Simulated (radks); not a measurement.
W IV, 71 electrons, occupied as [Kr] 4d10 4f14 5s2 5p5 5d4 (not the ground configuration).

Calculated with a radial shooting solver on a logarithmic mesh with Libxc functionals: scalar-relativistic Kohn-Sham, revPBE, spin-polarised, spherical densities, finite nucleus; open shells are filled with parallel spins first (spin-orbit coupling, left out, can overturn this in heavy ions); Fermi nuclear charge, rms radius 5.3658 fm.

Energy parts (eV):
part                       energy
total                  -439115.18
kinetic                 483674.52
electron-nucleus      -1083343.03
Hartree                 169322.23
exchange-correlation     -8768.89

Orbitals (lengths in bohr, moments of r in powers of bohr; <r^-3> diverges for s and p1/2; r(90%) holds 90 % of the orbital's charge):
| orbital | occ. | eigenvalue (eV) | <r^-3> | r(90%) | <r> | <r^4> |
|---|---|---|---|---|---|---|
| 1s up | 1 | -69504.45 | - | 0.0334 | 0.01835 | 5.819e-07 |
| 1s down | 1 | -69504.36 | - | 0.0334 | 0.01835 | 5.819e-07 |
| 2s up | 1 | -12023.61 | - | 0.120 | 0.07757 | 0.00008753 |
| 2s down | 1 | -12023.33 | - | 0.120 | 0.07757 | 0.00008753 |
| 2p up | 3 | -10521.19 | 19750 | 0.113 | 0.06944 | 0.00006873 |
| 2p down | 3 | -10520.93 | 19750 | 0.113 | 0.06944 | 0.00006873 |
| 3s up | 1 | -2793.556 | - | 0.295 | 0.2011 | 0.003217 |
| 3s down | 1 | -2793.447 | - | 0.295 | 0.2011 | 0.003217 |
| 3p up | 3 | -2348.437 | 4404 | 0.301 | 0.2013 | 0.003462 |
| 3p down | 3 | -2348.305 | 4404 | 0.301 | 0.2013 | 0.003461 |
| 3d up | 5 | -1835.994 | 565.9 | 0.283 | 0.1824 | 0.002676 |
| 3d down | 5 | -1835.783 | 565.9 | 0.283 | 0.1824 | 0.002676 |
| 4s up | 1 | -601.6664 | - | 0.645 | 0.4496 | 0.07553 |
| 4s down | 1 | -601.3697 | - | 0.645 | 0.4496 | 0.07550 |
| 4p up | 3 | -455.6275 | 1023 | 0.695 | 0.4780 | 0.1007 |
| 4p down | 3 | -455.3428 | 1022 | 0.694 | 0.4780 | 0.1005 |
| 4d up | 5 | -270.3681 | 112.4 | 0.767 | 0.5115 | 0.1485 |
| 4d down | 5 | -270.0173 | 112.5 | 0.765 | 0.5110 | 0.1473 |
| 5s up | 1 | -111.2673 | - | 1.53 | 1.064 | 2.352 |
| 5s down | 1 | -108.2120 | - | 1.51 | 1.054 | 2.276 |
| 5p up | 3 | -75.1429 | 150.3 | 1.79 | 1.231 | 4.404 |
| 5p down | 2 | -71.3949 | 155.6 | 1.78 | 1.221 | 4.323 |
| 4f up | 7 | -65.1467 | 19.05 | 1.01 | 0.6076 | 0.5011 |
| 4f down | 7 | -64.3947 | 19.30 | 0.990 | 0.6001 | 0.4614 |
| 5d up | 4 | -33.8111 | 9.339 | 2.56 | 1.703 | 18.40 |
| 5d down | 0 | -29.7569 | 9.167 | 2.66 | 1.741 | 20.97 |

The highest occupied level is 5d up at -33.811 eV. Spin moment in Bohr magnetons: 5. The spin density at the nucleus is -25.24 e/bohr^3 (1s -1.45, 2s -1.30, 3s 0.86, 4s 2.47, 5s -25.80). The electron density at the nucleus is 1.517e+06 e/bohr^3 (large components only).
